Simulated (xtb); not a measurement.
FMg (SMILES [F][Mg]), doublet, from a rough starting geometry (GFN-xTB shapes and energies of metal compounds can be far from the true ones) (the spin is typed, not shown lowest); GFN2-xTB (xtb).

Input for xtb:
```
$ xtb mol.xyz --gfn 2 --uhf 1 --opt vtight --json

# file mol.xyz
2

Mg    -0.47075094    -0.40948769    -0.64669691
F      0.41195467     0.46669039     0.65398879
```

Q: Write the output that xtb gives for this input, abridged.

A: 
```
   ID    Z sym.   atoms
    1   12 Mg     1
    2    9 F      2

           -------------------------------------------------
          |                Calculation Setup                |
           -------------------------------------------------

           -------------------------------------------------
          |                 G F N 2 - x T B                 |
           -------------------------------------------------

          ...................................................
          :                      SETUP                      :
          :.................................................:
          :  # basis functions                  14          :
          :  # atomic orbitals                  13          :
          :  # shells                            5          :
          :  # electrons                         9          :
          :  max. iterations                   250          :
          :  Hamiltonian                  GFN2-xTB          :
          :  restarted?                      false          :
          :  GBSA solvation                  false          :
          :  PC potential                    false          :
          :  electronic temp.          300.0000000     K    :
          :  accuracy                    1.0000000          :
          :  -> integral cutoff          0.2500000E+02      :
          :  -> integral neglect         0.1000000E-07      :
          :  -> SCF convergence          0.1000000E-05 Eh   :
          :  -> wf. convergence          0.1000000E-03 e    :
          :  Broyden damping             0.4000000          :
          :  net charge                          0          :
          :  unpaired electrons                  1          :
          ...................................................

 iter      E             dE          RMSdq      gap      omega  full diag
   1     -4.5037665 -0.450377E+01  0.228E+01    2.79       0.0  T
   2     -5.2327841 -0.729018E+00  0.102E+01    5.88       1.0  T
   3     -5.2870452 -0.542612E-01  0.537E+00    6.30       1.0  T
   4     -5.2719384  0.151068E-01  0.579E+00    6.21       1.0  T
   5     -5.3132294 -0.412910E-01  0.261E+00    7.50       1.0  T
   6     -5.3214825 -0.825312E-02  0.782E-01    7.29       1.0  T
   7     -5.3209219  0.560593E-03  0.469E-01    7.17       1.0  T
   8     -5.3214354 -0.513484E-03  0.261E-01    7.09       1.0  T
   9     -5.3215871 -0.151656E-03  0.112E-01    7.13       1.0  T
[...]
         :: total energy              -5.318371530349 Eh    ::
 * total energy  :    -5.3183715 Eh     change       -0.3855227E-10 Eh
 * total energy  :    -5.3187974 Eh     change       -0.4258567E-03 Eh
 * total energy  :    -5.3193049 Eh     change       -0.5075588E-03 Eh
 * total energy  :    -5.3193416 Eh     change       -0.3665688E-04 Eh
 * total energy  :    -5.3193425 Eh     change       -0.8797075E-06 Eh
 * total energy  :    -5.3193427 Eh     change       -0.2114789E-06 Eh
 * total energy  :    -5.3193427 Eh     change       -0.1221689E-10 Eh
   *** GEOMETRY OPTIMIZATION CONVERGED AFTER 7 ITERATIONS ***
         :: total energy              -5.319342694051 Eh    ::
[...]
         6                         -0.0801830              -2.1819 (LUMO)
         7                         -0.0801830              -2.1819
         8                         -0.0494740              -1.3463
         9                         -0.0270755              -0.7368
        10                         -0.0270755              -0.7368
        11                          0.0355566               0.9675
        12                          0.0355566               0.9675
        13                          0.6518733              17.7384
      -------------------------------------------------------------
                  HL-Gap            0.2649319 Eh            7.2092 eV
             Fermi-level           -0.3045666 Eh           -8.2877 eV

     #   Z          covCN         q      C6AA      α(0)
     1  12 Mg       0.639     0.379   373.071    58.285
     2   9 F        0.639    -0.379    13.294     4.303

 Mol. C6AA /au·bohr⁶  :        481.856841
 Mol. C8AA /au·bohr⁸  :      37366.800448
 Mol. α(0) /au        :         62.587596

Wiberg/Mayer (AO) data.
largest (>0.10) Wiberg bond orders for each atom

 ---------------------------------------------------------------------------
     #   Z sym  total        # sym  WBO       # sym  WBO       # sym  WBO
 ---------------------------------------------------------------------------
     1  12 Mg   1.096 --     2 F    1.096
     2   9 F    1.096 --     1 Mg   1.096
 ---------------------------------------------------------------------------

Topologies differ in total number of bonds
Writing topology from bond orders to xtbtopo.mol

molecular dipole:
                 x           y           z       tot (Debye)
 q only:       -0.608      -0.604      -0.896
   full:       -0.899      -0.892      -1.325       4.658
molecular quadrupole (traceless):
                xx          xy          yy          xz          yz          zz
 q only:        0.106       0.001      -0.093       0.068      -0.079      -0.014
  q+dip:       -0.095       0.652      -0.400       1.067       0.842       0.495
   full:        0.183      -0.066      -0.110       0.001      -0.216      -0.073

optimized geometry written to: xtbopt.xyz

           -------------------------------------------------
          | TOTAL ENERGY               -5.319342694051 Eh   |
          | GRADIENT NORM               0.000000124114 Eh/α |
          | HOMO-LUMO GAP               7.209163796206 eV   |
           -------------------------------------------------
```
